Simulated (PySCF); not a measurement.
PbF3, doublet: structure and spectrum

Computed with UPBE0 in PySCF with Pb def2-SVP with ECP60, F def2-SVP; scalar-relativistic core potentials, no spin–orbit coupling; density-fitted integrals.

The structure is a saddle point with 1 imaginary mode.

```
Point group                                                                   : C2v
Bond lengths                                                                  : Pb–F 2.078 Å, Pb–F 2.089 Å (×2)
Bond angles                                                                   : F–Pb–F 117.6° (×2), F–Pb–F 124.8°
Dipole moment                                                                 : 0.30 D
Lowest empty level (β)                                                        : -5.47 eV
Principal quadrupole moments (Buckingham, traceless) about the centre of mass : -7.35, -5.77, 13.12 D Å
Rotational constants                                                          : 0.1434, 0.1293, 0.06799 cm⁻¹
Spin squared ⟨S²⟩                                                             : 0.761
Highest occupied level (α)                                                    : -8.54 eV
Zero-point energy (real modes)                                                : 9.5 kJ/mol
Principal polarisabilities                                                    : 24.2, 43.3, 46.8 bohr³
Atomisation energy without zero-point energy                                  : 999 kJ/mol
```

Harmonic modes (masses in u: Pb 207.977, F 18.998):
```
symmetry  ω (cm⁻¹)  IR (km/mol)
      b1       92i            –
      a1        46         13.8
      b2        61         13.3
      b2       485         42.5
      a1       487          9.3
      a1       503         39.1
```

In C2v the vibrations span b1 + 3a1 + 2b2. Here b1 is antisymmetric to the molecular plane and b2 lies in it.

Charges (e):
```csv
atom,Mulliken,Löwdin,polar tensor,spin (Mulliken),Mayer order to Pb1
Pb1,1.19,0.92,1.35,0.25,–
F2,-0.40,-0.31,-0.48,0.23,0.79
"F3,4",-0.39,-0.30,-0.44,0.26,0.78
```

Mulliken populations on Pb1 (electrons outside its core potential): s 3.70, p 6.87, d 10.24.

Only a few start shapes were tried, so a lower isomer may exist. At this level a doublet minimum of C3v symmetry lies 20 kJ/mol below this structure. Spin–orbit coupling, left out here, can matter for elements this heavy.

The final relaxation and frequency run took roughly 90 core-seconds on a shared host.
